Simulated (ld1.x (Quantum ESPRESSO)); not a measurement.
## O: PAW pseudisation with LDA (PZ), scalar-relativistic reference atom.

- Element: oxygen (O)
- Generator: ld1.x (Quantum ESPRESSO) 7.5
- Type: PAW
- Functional: LDA (PZ)
- Relativity: scalar-relativistic
- Frozen core: [He]
- Valence charge: 6
- Reference configuration: 2s2 2p3 (charge +1)
- Partial waves: 2s (bound): rcut 0.75, rcutus 0.95 bohr; 2s channel at -2.5 Ry: rcut 0.75, rcutus 0.95 bohr; 2p (bound): rcut 0.80, rcutus 1.00 bohr; 2p channel at -1.3 Ry: rcut 0.80, rcutus 1.00 bohr; 3d channel at -0.2 Ry: rcut 0.70, rcutus 0.85 bohr; 3d channel at 0.75 Ry: rcut 0.70, rcutus 0.85 bohr
- Local potential: all-electron potential smoothed inside 0.75 bohr (lloc = -1)
- Core correction: Bessel-smoothed model core, default radius (core density twice the valence density)
- Augmentation charge: PSQ, inside the norm-conserving radii

(1) Estimate the cutoffs (Ry, on a coarse ladder) from which the occupation-weighted sum of valence levels, in a spherical-Bessel basis at the reference potential, stays within 10 and 1 mRy of its value at 400 Ry.

(2) What does a ghost test show?

(3) Is the overlap operator S = 1 + Σ q|β⟩⟨β| positive definite (Bessel basis up to 400 Ry)?

(4) Which valence shell sets the plane-wave cutoff?

(5) Tests: 2s2 2p4; 2s2 2p2; 2s2 2p1; 2s2 2p3.5; 2s1 2p4; 2s0 2p6; 2s1 2p5. Which has the largest error in its energy relative to the reference configuration, and how large is it?

Answers

(1) 70 Ry and 100 Ry.

(2) No extra level below or beside the all-electron valence levels (s, p, d, f tested).

(3) Yes: its lowest eigenvalue is 0.53 (s channel).

(4) 2p: its level needs 80 Ry to come within 1 mRy, against 21 Ry for 2s.

(5) 2s0 2p6, with +8.9 meV (all-electron minus pseudo) on +12.64 eV.
